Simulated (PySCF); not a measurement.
# Radial density of Tl(2+) (thallium, charge +2)

TPSS, [Xe] 4f14 5d10 6s1, 2S determinant. Computed with PySCF 2.14 in aug-cc-pVDZ-PP with ECP60MDF (5s4p3d, 32 functions), with a scalar-relativistic core potential. This is the valence pseudo-density: the core potential removes the inner electrons and smooths the orbitals near the nucleus.

| r (bohr) | 4πr²ρ (e/bohr) | 4πr²(ρα − ρβ) |
| --- | --- | --- |
| 0.0448 | 1.369e-05 | 0.0000 |
| 0.0754 | 6.409e-05 | 0.0000 |
| 0.127 | 0.0004523 | 0.0000 |
| 0.213 | 0.006313 | 0.0001 |
| 0.359 | 0.2484 | 0.0059 |
| 0.603 | 7.306 | 0.1206 |
| 1.01 | 19.19 | -0.0322 |
| 1.71 | 6.171 | 0.5131 |
| 2.87 | 0.7037 | 0.3351 |
| 4.83 | 0.01227 | 0.0096 |
| 8.12 | 2.751e-05 | 0.0000 |

Energies and moments cover only the electrons outside the core potential. Spin-orbit coupling, which splits the p, d and f shells strongly at this Z, is absent.

(1) Where is the radial spin density 4πr²(ρα − ρβ) most negative, and why is it negative at all?

## Answers

(1) Around r = 1.01 bohr, down to -0.0322 e/bohr: exchange with the open shell polarises the paired shells in an unrestricted calculation.
